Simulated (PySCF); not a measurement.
Simulated Si 1s region for `[H]/N=C\[SiH2]N([SiH3])[SiH3]`, binding energy against the vacuum level.

Every computed line was given a Gaussian of 0.4 eV full width at half maximum and an area set by the number of equivalent atoms; the highest printed point is 100. Method: delta-SCF UKS SCAN, pcX-2 on the ionised atom, pcseg-1 elsewhere, spin-free X2C (PySCF).

binding energy (eV), intensity and a bar:
```
   1846.5          0 
   1846.6          2 #
   1846.7          8 ##
   1846.8         23 #######
   1846.9         48 ##############
   1847.0         78 #######################
   1847.1        100 ##############################
   1847.2        100 ##############################
   1847.3         76 #######################
   1847.4         42 #############
   1847.5         17 #####
   1847.6          5 #
   1847.7          1 
   1847.8          0
```

Task: How many maxima does the curve show, and how many computed lines lie under it?

Result: The curve has 1 maximum (at 1847.2 eV). Under it lie 2 lines from 2 inequivalent silicon sites. At this width some lines have no maximum of their own.

Task: Decompose the envelope and assign each component. Numbering: `[H]/[N:1]=[CH:2]\[SiH2:3][N:4]([SiH3:5])[SiH3:6]`.

Result: 
| position (eV) | relative area | line | atoms | environment |
| --- | --- | --- | --- | --- |
| 1847.01 | 1 | Si 1s | Si3 | SiH2 silicon |
| 1847.20 | 2 | Si 1s | Si5/Si6 | SiH3 silicon |

Task: What are the centre and the root-mean-square width of the whole band?

Result: The area-weighted mean of the lines is 1847.14 eV. Their own spread about it is 0.09 eV (rms) and each Gaussian has σ = 0.4/2.355 = 0.17 eV; the variances add, which gives 0.19 eV.

The 2 Si 1s values lie within 0.19 eV of each other; Gaussian lines of 0.5 eV full width would blend them into one maximum.

The curve has no shake-up lines and no vibrational structure. Topologically equivalent atoms share the value of their first member; where this conformer doesn't relate them by symmetry, their own values could differ. Geometry: PBE0-D3(BJ)/def2-SVP, one conformer, isolated molecule.

Shape of the structure used: `[H]/[N:1]=[CH:2]\[SiH2:3][N:4]([SiH3:5])[SiH3:6]`: N1–C2–Si3–N4 -4°, C2–Si3–N4–Si5 -81°.
